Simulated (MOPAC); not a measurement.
Input file for MOPAC: PM6 on C2H4F2 (SMILES FCCF), a point of a torsion scan.

```
PM6 1SCF PRECISE CHARGE=0 THREADS=1
C2H4F2

F      1.38998170 1     0.67349102 1    -0.80533803 1
C      0.74929120 1    -0.14904675 1     0.07777751 1
C     -0.76700726 1     0.02012473 1    -0.03068230 1
F     -1.14584864 1     0.13980476 1    -1.33800509 1
H      1.09366355 1     0.10228560 1     1.08492291 1
H      1.04938104 1    -1.16932606 1    -0.18677520 1
H     -1.28240283 1    -0.84659762 1     0.39274712 1
H     -1.09469209 1     0.94109675 1     0.46477127 1
```

Program output:

```
*******************************************************************************
 **                                                                           **
 **                              MOPAC v23.2.5                                **
 **                                                                           **
 *******************************************************************************
 ** MOPAC's Digital Object Identifier: https://doi.org/10.5281/zenodo.6511958 **
 **                                                                           **
 ** Please cite the open-source release paper for use of this MOPAC version:  **
 ** J. E. Moussa and J. J. P. Stewart (2026)                                  **
 ** MOPAC: An open-source semiempirical molecular orbital program             **
 ** J. Open Source Softw., 11(119), 8025, https://doi.org/10.21105/joss.08025 **
 *******************************************************************************

                              PM6 CALCULATION RESULTS

 *******************************************************************************
 *  PM6        - The PM6 Hamiltonian to be used
 *
 *
 *
 *                 CHARGE ON SYSTEM = 0
 *
 *
 *
 *  PRECISE    - TIGHTER CRITERIA TO BE USED
 *  1SCF       - DO 1 SCF AND THEN STOP
 *  THREADS=1  - MULTI-THREADING NOT USED
 *  T=         - A TIME OF 172800.0 SECONDS REQUESTED
 *  DUMP=N     - RESTART FILE WRITTEN EVERY 7200.0 SECONDS REQUESTED
 *******************************************************************************
PM6 1SCF PRECISE CHARGE=0 THREADS=1
 C2H4F2

   ATOM   CHEMICAL          X               Y               Z
  NUMBER   SYMBOL      (ANGSTROMS)     (ANGSTROMS)     (ANGSTROMS)

     1       F          1.38998170  *   0.67349102  *  -0.80533803  *
     2       C          0.74929120  *  -0.14904675  *   0.07777751  *
     3       C         -0.76700726  *   0.02012473  *  -0.03068230  *
     4       F         -1.14584864  *   0.13980476  *  -1.33800509  *
     5       H          1.09366355  *   0.10228560  *   1.08492291  *
     6       H          1.04938104  *  -1.16932606  *  -0.18677520  *
     7       H         -1.28240283  *  -0.84659762  *   0.39274712  *
     8       H         -1.09469209  *   0.94109675  *   0.46477127  *



          CARTESIAN COORDINATES

    NO.       ATOM           X           Y           Z

     1         F          1.3900      0.6735     -0.8053
     2         C          0.7493     -0.1490      0.0778
     3         C         -0.7670      0.0201     -0.0307
     4         F         -1.1458      0.1398     -1.3380
     5         H          1.0937      0.1023      1.0849
     6         H          1.0494     -1.1693     -0.1868
     7         H         -1.2824     -0.8466      0.3927
     8         H         -1.0947      0.9411      0.4648

 General Reference for PM6:
 "Optimization of Parameters for Semiempirical Methods V: Modification of NDDO Approximations
 and Application to 70 Elements", J. J. P. Stewart, J. Mol. Mod., 13, 1173-1213 (2007)
 URL: https://link.springer.com/article/10.1007/s00894-007-0233-4

           Empirical Formula: C2 H4 F2  =     8 atoms



      MOLECULAR POINT GROUP   :   C2


      RHF CALCULATION, NO. OF DOUBLY OCCUPIED LEVELS = 13


 -------------------------------------------------------------------------------
 PM6 1SCF PRECISE CHARGE=0 THREADS=1
 C2H4F2



     1SCF WAS SPECIFIED, SO BFGS WAS NOT USED
     SCF FIELD WAS ACHIEVED


                              PM6 CALCULATION
                                                       MOPAC v23.2.5 Linux




          FINAL HEAT OF FORMATION =       -102.98383 KCAL/MOL =    -430.88433 KJ/MOL


          COSMO AREA              =         92.48 SQUARE ANGSTROMS
          COSMO VOLUME            =         74.92 CUBIC ANGSTROMS

          IONIZATION POTENTIAL    =         12.599916 EV
          HOMO LUMO ENERGIES (EV) =        -12.600  2.625
          NO. OF FILLED LEVELS    =         13
          MOLECULAR WEIGHT        =         66.0504         POINT GROUP:  C2

          MOLECULAR DIMENSIONS (Angstroms)

            Atom       Atom       Distance
            H     7    F     1     3.29965
            H     5    F     4     3.16970
            H     6    H     8     2.81208


          SCF CALCULATIONS        =          1





   ATOM   CHEMICAL          X               Y               Z
  NUMBER   SYMBOL      (ANGSTROMS)     (ANGSTROMS)     (ANGSTROMS)

     1       F          1.38998170  *   0.67349102  *  -0.80533803  *
     2       C          0.74929120  *  -0.14904675  *   0.07777751  *
     3       C         -0.76700726  *   0.02012473  *  -0.03068230  *
     4       F         -1.14584864  *   0.13980476  *  -1.33800509  *
     5       H          1.09366355  *   0.10228560  *   1.08492291  *
     6       H          1.04938104  *  -1.16932606  *  -0.18677520  *
     7       H         -1.28240283  *  -0.84659762  *   0.39274712  *
     8       H         -1.09469209  *   0.94109675  *   0.46477127  *

                             CARTESIAN COORDINATES

   1    F        1.389981700     0.673491020    -0.805338030
   2    C        0.749291200    -0.149046750     0.077777510
   3    C       -0.767007260     0.020124730    -0.030682300
   4    F       -1.145848640     0.139804760    -1.338005090
   5    H        1.093663550     0.102285600     1.084922910
   6    H        1.049381040    -1.169326060    -0.186775200
   7    H       -1.282402830    -0.846597620     0.392747120
   8    H       -1.094692090     0.941096750     0.464771270


           Empirical Formula: C2 H4 F2  =     8 atoms



      MOLECULAR POINT GROUP   :   C2


                  EIGENVALUES
 -41.42347 -41.30969 -27.33733 -22.41561 -17.99780 -17.72120 -17.04178 -16.36917
 -16.08306 -15.00626 -13.89214 -12.91186 -12.59992   2.62477   3.10371   3.36496
   4.76519   5.08917   5.17771   5.31006


              NET ATOMIC CHARGES AND DIPOLE CONTRIBUTIONS

  ATOM NO.   TYPE          CHARGE      No. of ELECS.   s-Pop       p-Pop
    1          F          -0.160254        7.1603     1.97233     5.18793
    2          C          -0.118908        4.1189     1.12400     2.99490
    3          C          -0.118908        4.1189     1.12401     2.99490
    4          F          -0.160256        7.1603     1.97233     5.18793
    5          H           0.138062        0.8619     0.86194
    6          H           0.141099        0.8589     0.85890
    7          H           0.138065        0.8619     0.86193
    8          H           0.141100        0.8589     0.85890
 DIPOLE           X         Y         Z       TOTAL
 POINT-CHG.    -0.334    -1.201     2.791     3.057
 HYBRID         0.035     0.125    -0.290     0.317
 SUM           -0.299    -1.076     2.502     2.740


          ATOMIC ORBITAL ELECTRON POPULATIONS

     Atom    s        px        py        pz
    1  F   1.97233   1.80736   1.71498   1.66559
    2  C   1.12400   0.96095   1.02487   1.00908
    3  C   1.12401   0.99385   1.13782   0.86322
    4  F   1.97233   1.92237   1.98664   1.27892
    5  H   0.86194
    6  H   0.85890
    7  H   0.86193
    8  H   0.85890

 **********************
 *                    *
 * JOB ENDED NORMALLY *
 *                    *
 **********************




 == MOPAC DONE ==
```

The run finished.

Cost: about 0.010 core-seconds (a rough figure).
